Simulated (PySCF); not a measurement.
# La₂Cl⁺, quintet: data card

Method: UPBE in PySCF with Cl def2-SVP, La def2-SVP with ECP46; scalar-relativistic core potentials, no spin–orbit coupling; density-fitted integrals.

The structure is a minimum.

```xyz
3
charge 1 multiplicity 5, angstrom
Cl    0.0000    0.0000   -2.0395
La    1.5450    0.0000    0.2564
La   -1.5450    0.0000    0.2564
```

```
Point group                                                                   : C2v
Bond lengths                                                                  : Cl–La 2.767 Å (×2), La–La 3.090 Å
Bond angles                                                                   : Cl–La–La 56.1° (×2), La–Cl–La 67.9°
Enthalpy at 298.15 K above 0 K                                                : 14.39 kJ/mol
Spin squared ⟨S²⟩                                                             : 6.003
Entropy at 298.15 K and 1 bar (electronic part: spin only)                    : 340.8 J/(mol K)
Principal polarisabilities                                                    : 109.1, 135.1, 231.9 bohr³
Principal quadrupole moments (Buckingham, traceless) about the centre of mass : -16.07, -15.26, 31.33 D Å
Dipole moment about the centre of mass                                        : 3.73 D
Highest occupied level (α)                                                    : -7.30 eV
Zero-point energy                                                             : 3.6 kJ/mol
Rotational symmetry number                                                    : 2
Lowest empty level (β)                                                        : -6.58 eV
Rotational constants                                                          : 0.103, 0.02542, 0.02039 cm⁻¹
Heat capacity Cp at 298.15 K                                                  : 56.2 J/(mol K)
```

Harmonic modes (masses in u: Cl 34.969, La 138.906):
| symmetry | ω (cm⁻¹) | IR (km/mol) |
| --- | --- | --- |
| a1 | 145 | 2.1 |
| b2 | 167 | 1.8 |
| a1 | 286 | 29.5 |

In C2v the vibrations span 2a1 + b2. Here b1 is antisymmetric to the molecular plane and b2 lies in it.

Charges (e):
| atom | Mulliken | Löwdin | polar tensor | spin (Mulliken) | Mayer order to Cl1 |
| --- | --- | --- | --- | --- | --- |
| Cl1 | -0.24 | 0.19 | -0.43 | -0.02 | – |
| La2,3 | 0.62 | 0.40 | 0.71 | 2.01 | 0.68 |
Other Mayer orders above 0.3: La–La 2.05.

Mulliken populations on Cl1: s 5.95, p 11.27, d 0.01.

Other isomers or separated fragments may lie lower. Open d and f shells are described by one determinant, and the ground state may have another occupation or spin. Spin–orbit coupling, left out here, can matter for elements this heavy.

The final relaxation and frequency run took of the order of 5 core-minutes on a shared host.
